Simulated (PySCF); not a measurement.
# Static response to an electric field

C4H8F3NSi.
Cartesian coordinates in Å at the PBE0-D3(BJ)/def2-SVP level; atoms count from 1:
```
atom  x, y, z in Å
F1     2.1125    1.6597    0.0475
C2     2.3712    0.3570    0.2631
F3     3.2590   -0.0251   -0.6723
F4     2.9954    0.2771    1.4525
Si5    0.7649   -0.7204    0.1948
C6    -0.2639   -0.2699   -1.3143
C7    -1.6759   -0.1275   -0.7198
C8    -1.5680    0.4390    0.6984
N9    -0.4370   -0.2281    1.3257
H10    1.2629   -2.1181    0.3534
H11    0.1030    0.6956   -1.7022
H12   -0.2213   -0.9936   -2.1406
H13   -2.1471   -1.1228   -0.6641
H14   -2.3258    0.5039   -1.3460
H15   -2.4988    0.2484    1.2593
H16   -1.4374    1.5395    0.6572
H17   -0.3249   -0.1083    2.3235
```

Level: CAM-B3LYP/def2-SVPD (PySCF), static field, nuclei fixed, core orbitals frozen in the response. The polarisability tensor in these axes (au):

```
x   89.50 -3.29  1.58
y   -3.29 73.46  0.36
z    1.58  0.36 77.12
```

Diagonalise the tensor; give its mean and Δα, where Δα² is half the sum of the squared differences of the eigenvalues.

Principal values 72.71, 77.05 and 90.32 au; mean 80.03 au = 11.86 Å³ = 13.19 × 10⁻⁴⁰ C²·m²/J; Δα = 15.89 au (20 % of the mean).

What is the dipole moment, and where does it point?

(-2.99, -0.64, 0.03) D, 3.06 D in size, pointing from the negative to the positive side. Measured along this direction, the outermost atoms are F3 at the negative end and H15 and H13 at the positive end.

Give the principal axes and the span of the nuclei along them.

Largest value along (0.98, -0.19, 0.11), where the nuclei span 5.62 Å; middle along (-0.08, 0.17, 0.98), 4.54 Å; least along (0.20, 0.97, -0.15), 3.87 Å. The response follows the extents in order.

Rayleigh depolarisation ratio (linearly polarised light, static tensor)?

ρ = 3Δα²/(45ᾱ² + 4Δα²) = 757.7/(288197 + 1010.2) = 0.00262.

Traceless (Buckingham) quadrupole moment about the centre of nuclear charge: eigenvalues?

-5.00, 0.03, 4.98 D·Å. The values depend on the origin, since the dipole doesn't vanish. The electronic extent ⟨r²⟩ about the same centre is 1444 bohr², a root-mean-square distance of 2.25 Å for the 80 electrons.

How large is μ²/3kT at 500 K beside α?

In Gaussian units μ²/3kT = 45.27 Å³ against 11.86 Å³, a ratio of 3.82; the Debye molar polarisation (4π/3)N_A(α + μ²/3kT) is 144.1 cm³/mol, leaving out the vibrational part.

Molar refractivity from α?

Lorentz–Lorenz: R = (4π/3)N_A α = 2.5225 cm³/(mol·Å³) × 11.86 Å³ = 29.9 cm³/mol, in the limit of long wavelengths.

Isolated species at its PBE0-D3(BJ)/def2-SVP geometry (one conformer only).
